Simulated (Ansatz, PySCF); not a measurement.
In(Cl)(Br)(vinyl) (C₂H₃BrClIn), SMILES C=[CH][In]([Cl])[Br]. Atoms are numbered in the order given.

```xyz
8

In     0.2666     0.0259    -0.4040
Cl     1.4489     2.0437    -0.7122
Br    -1.1093    -0.0593     1.6856
C      0.2886    -1.6542    -1.7248
C     -0.4302    -2.7458    -1.4402
H      0.8972    -1.6019    -2.6341
H     -0.4326    -3.6189    -2.1055
H     -1.0480    -2.8268    -0.5388
```
Charge 0, spin multiplicity 1.

The structure is a stationary point at B3LYP-D3(BJ)/def2-SVP. The structure was generated by enumeration; whether it is a known compound was not checked. The def2 effective core potentials stand for the cores of In; spin–orbit coupling is left out. Other conformers were not sampled.

Two levels are set side by side: PBE-D3(BJ)/def2-SVP (Ansatz, an electronic-structure program) and B3LYP-D3(BJ)/def2-SVP (Ansatz). Each level has its own optimised geometry; the coordinates shown are those of the second. Frequencies come from the Hessian of PySCF at each geometry. Differences are taken from unrounded values.

```
quantity                            B3LYP-D3(BJ)
----------------------------------  ------------
mean bond length (Å)                       1.661
bond In1–Cl2 (Å)                           2.359
bond In1–Br3 (Å)                           2.503
bond In1–C4 (Å)                            2.137
bond C4–C5 (Å)                             1.338
bond C4–H6 (Å)                             1.095
bond C5–H7 (Å)                             1.098
bond C5–H8 (Å)                             1.096
highest harmonic wavenumber (cm⁻¹)          3199
mean harmonic wavenumber (cm⁻¹)             1051
zero-point energy (kcal/mol)               27.04
```

Q: What does PBE-D3(BJ) give, and how far is it from B3LYP-D3(BJ)? (Estimate from the structure and the level; the computed values follow.)

A: 
```
quantity                            PBE-D3(BJ)  PBE-D3(BJ) minus B3LYP-D3(BJ)
----------------------------------  ----------  -----------------------------
mean bond length (Å)                     1.667                          0.006
bond In1–Cl2 (Å)                         2.364                          0.005
bond In1–Br3 (Å)                         2.507                          0.004
bond In1–C4 (Å)                          2.142                          0.005
bond C4–C5 (Å)                           1.345                          0.007
bond C4–H6 (Å)                           1.103                          0.008
bond C5–H7 (Å)                           1.106                          0.008
bond C5–H8 (Å)                           1.104                          0.008
highest harmonic wavenumber (cm⁻¹)        3135                            -64
mean harmonic wavenumber (cm⁻¹)           1022                            -29
zero-point energy (kcal/mol)             26.30                          -0.74
```

Exact exchange shortens and stiffens bonds; PBE has none. Differences between two approximate levels are no errors against the true value.
